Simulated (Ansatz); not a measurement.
Hf₂O₉H₁₀, a hydroxylated oxide cluster, relaxed as a singlet with RKS PBE-D4/def2-SVP in Ansatz, starting from the GFN2-xTB geometry. Force threshold 0.03 eV/Å.

In the def2 sets Hf takes a core potential; there is no spin–orbit coupling.

Start:

| atom | x (Å) | y (Å) | z (Å) |
| --- | --- | --- | --- |
| Hf1 | 0.867 | -0.531 | 0.829 |
| Hf2 | -0.936 | 0.865 | -1.138 |
| O3 | -0.298 | -1.660 | 2.410 |
| O4 | 2.120 | 0.080 | 2.102 |
| O5 | 1.599 | -2.321 | 0.859 |
| O6 | -0.563 | 2.707 | -1.407 |
| O7 | -0.499 | 0.971 | 1.066 |
| O8 | -0.809 | 0.324 | -2.952 |
| O9 | -0.681 | -1.207 | -0.377 |
| O10 | -2.819 | 1.034 | -1.189 |
| O11 | 1.433 | 0.442 | -0.796 |
| H12 | -1.149 | -1.749 | 1.945 |
| H13 | 0.304 | -2.348 | 2.010 |
| H14 | 2.047 | -0.287 | 2.989 |
| H15 | 2.509 | -2.366 | 1.179 |
| H16 | -1.362 | 3.160 | -1.707 |
| H17 | -0.185 | 1.846 | 1.340 |
| H18 | -0.084 | 0.802 | -3.375 |
| H19 | -0.337 | -1.689 | -1.144 |
| H20 | -3.122 | 0.700 | -2.043 |
| H21 | 1.967 | 1.226 | -0.601 |

Estimate the energy that the relaxation releases and the steps that it takes.

2.17 eV, in 38 steps; 66 s on 2 threads of AMD EPYC 7R13 on a shared host and a share (18 GiB) of an NVIDIA H100 80GB HBM3. The force fell under the threshold at step 28, but the optimiser went on. No frequencies were taken in this run, so the end may be a saddle point.

Does the start keep its bonding and symmetry?

By distances, no bond broke or formed. The bond that changes most is Hf1–O9, from 2.08 to 2.26 Å (atoms count from 1). A close non-bonded pair moves further: O5–H13, from 1.73 to 2.61 Å.

Predict the relaxed structure.


```xyz
21

Hf    1.0112   -0.5002    1.0117
Hf   -0.9789    0.8209   -1.1850
O    -0.5058   -1.8639    2.1505
O     1.9205    0.4607    2.4369
O     2.0250   -2.1736    0.7816
O    -0.1890    2.6691   -1.2591
O    -0.7176    0.7941    1.0354
O    -0.6029    0.0545   -2.9797
O    -0.6303   -1.2282   -0.3640
O    -2.8997    1.1118   -1.2648
O     1.3786    0.5329   -0.7236
H    -1.0175   -1.9045    1.2888
H    -0.0751   -2.7396    2.2174
H     2.3607    0.8821    3.1842
H     2.5867   -2.9120    0.5182
H    -0.6127    3.4713   -1.6045
H    -0.7110    1.6388    1.5173
H     0.2378    0.0286   -3.4632
H    -0.3861   -1.8170   -1.1028
H    -3.8475    1.2043   -1.4100
H     1.6533    1.4699   -0.7854
```
Bond lengths (bridged metal pairs left out): 12 × Hf–O 1.94 to 2.42 Å; 10 × H–O 0.96 to 1.00 Å.
